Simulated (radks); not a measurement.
Question: The gold anion Au-, [Hg], held by a Watson sphere: a shell of charge +1 at radius R that stands for the Madelung well of a crystal (potential energy -1/R inside, -1/r outside, in hartree with lengths in bohr). Calculated with a radial shooting solver on a logarithmic mesh with Libxc functionals: scalar-relativistic Kohn-Sham, PBE, spin-polarised, spherical densities, point nucleus. Response by self-consistent Sternheimer equations with the Hartree and adiabatic LDA kernel, the relativistic mass of each level held fixed and spin-orbit coupling left out. The sphere does not respond.

| R (bohr) | e(5p) (eV) | e(5d) (eV) | e(6s) (eV) | <r> 6s (bohr) | sum of <r^2> (bohr^2) | X-ray form factor at sin(theta)/lambda = 0.3 1/angstrom | alpha (bohr^3) |
|---|---|---|---|---|---|---|---|
| 3.34 | -59.401 | -6.591 | -6.122 | 2.929 | 72.10 | 59.271 | 50.67 |
| 3.78 | -58.927 | -6.080 | -5.670 | 2.997 | 73.49 | 59.281 | 56.61 |
| 4.11 | -58.599 | -5.734 | -5.344 | 3.041 | 74.40 | 59.287 | 61.14 |
| 4.74 | -58.037 | -5.152 | -4.776 | 3.112 | 75.83 | 59.293 | 69.68 |
| 5.37 | -57.554 | -4.659 | -4.284 | 3.165 | 76.94 | 59.296 | 77.77 |
| 5.6 | -57.395 | -4.498 | -4.122 | 3.181 | 77.27 | 59.296 | 80.57 |
| 6.37 | -56.923 | -4.021 | -3.641 | 3.223 | 78.19 | 59.298 | 89.23 |
| 6.46 | -56.873 | -3.971 | -3.590 | 3.227 | 78.28 | 59.298 | 90.17 |

Estimate the row for R = 2.94 bohr.

Answer: e(5p) (eV) -59.869; e(5d) (eV) -7.109; e(6s) (eV) -6.526; <r> 6s (bohr) 2.861; sum of <r^2> (bohr^2) 70.64; X-ray form factor at sin(theta)/lambda = 0.3 1/angstrom 59.260; alpha (bohr^3) 45.57.
